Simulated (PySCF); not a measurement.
Input of a run (PBE0-D3(BJ)/def2-SVP geometry optimisation, gas phase (PySCF 2.14.0)), started from GFN2-xTB:
```
{"job": {"xc": "PBE0", "basis": "def2-SVP", "d3": "d3bj", "grid": 1, "shake": 0.01, "kind": "geom"}, "charge": 0, "multiplicity": 1}
F      3.598930    -0.761270    -0.533510
C      2.610540     0.134010    -0.885270
F      1.879580    -0.445540    -1.859250
F      3.265880     1.193370    -1.429370
C      1.755110     0.515300     0.321140
C      1.045380    -0.718230     0.905370
C     -0.366770    -0.463490     0.512090
C     -1.495700    -1.226070     0.633640
C     -2.718180    -0.707070     0.202210
C     -2.777670     0.547400    -0.373370
C     -1.645830     1.331380    -0.505510
C     -0.441020     0.806890    -0.052810
O      0.740500     1.450340    -0.104860
H      2.404770     1.027800     1.051140
H      1.156220    -0.788800     1.992360
H      1.441900    -1.630030     0.482690
H     -1.460820    -2.203970     1.077840
H     -3.624930    -1.296040     0.277120
H     -3.722910     0.925810    -0.731720
H     -1.695990     2.323610    -0.949870
```

Output (energies in Eh, forces in Eh/bohr):
```
step   0  E = -720.65527445  max force = 0.028243
step   1  E = -720.65944782  max force = 0.011384
step   2  E = -720.66039323  max force = 0.003579
step   3  E = -720.66046628  max force = 0.003895
step   4  E = -720.66056267  max force = 0.002205
step   5  E = -720.66059653  max force = 0.001387
step   6  E = -720.66060938  max force = 0.001248
step   7  E = -720.66063573  max force = 0.000552
step   8  E = -720.66065982  max force = 0.000716
step   9  E = -720.66059111  max force = 0.001591
step  10  E = -720.66066437  max force = 0.001044
step  11  E = -720.66067288  max force = 0.000693
step  12  E = -720.66069280  max force = 0.000520
step  13  E = -720.66070729  max force = 0.000854
step  14  E = -720.66072284  max force = 0.000962
step  15  E = -720.66073485  max force = 0.000818
step  16  E = -720.66074250  max force = 0.000409
optimisation converged
```

Task: Summarise the run.

Result: The energy falls by 0.149 eV over 17 energy and gradient evaluations, the largest force component goes from 0.0282 to 4.1e-04 Eh/bohr, and the atoms move by 0.039 Å rms after alignment. The bond that changes most is F1–C2 (fluorine of a CF3 group to CF3 carbon), which shortens by 0.041 Å. Bonds longer at the end by more than 0.005 Å: 10 of 21; shorter: 5. Among the angles that change most is F1–C2–F4, from 105.2° to 108.0°. The energy rose by more than 1e-6 Eh at step 9. The first step brought 76 % of the lowering.

Task: What are the final bond lengths?

Result: F1–C2 1.338 Å, C2–F3 1.333 Å, C2–F4 1.328 Å, C2–C5 1.521 Å, C5–C6 1.542 Å, C6–C7 1.502 Å, C7–C8 1.387 Å, C8–C9 1.399 Å, C9–C10 1.396 Å, C10–C11 1.398 Å, C11–C12 1.387 Å, C12–O13 1.359 Å, C5–O13 1.420 Å, C7–C12 1.394 Å, C5–H14 1.100 Å, C6–H15 1.101 Å, C6–H16 1.100 Å, C8–H17 1.093 Å, C9–H18 1.092 Å, C10–H19 1.093 Å, C11–H20 1.091 Å. Numbering counts from 1 in the input's order; the species is `FC(F)(F)[C@@H]1Cc2ccccc2O1`.

The run used 217 basis functions and 112 SCF cycles in all.

PBE0-D3(BJ)/def2-SVP frequencies: not computed here. One conformer, not necessarily the lowest.

The values belong to the conformer `[F:1][C:2]([F:3])([F:4])[C@@H:5]1[CH2:6][c:7]2[cH:8][cH:9][cH:10][cH:11][c:12]2[O:13]1`: F1–C2–C5–C6 -62°.
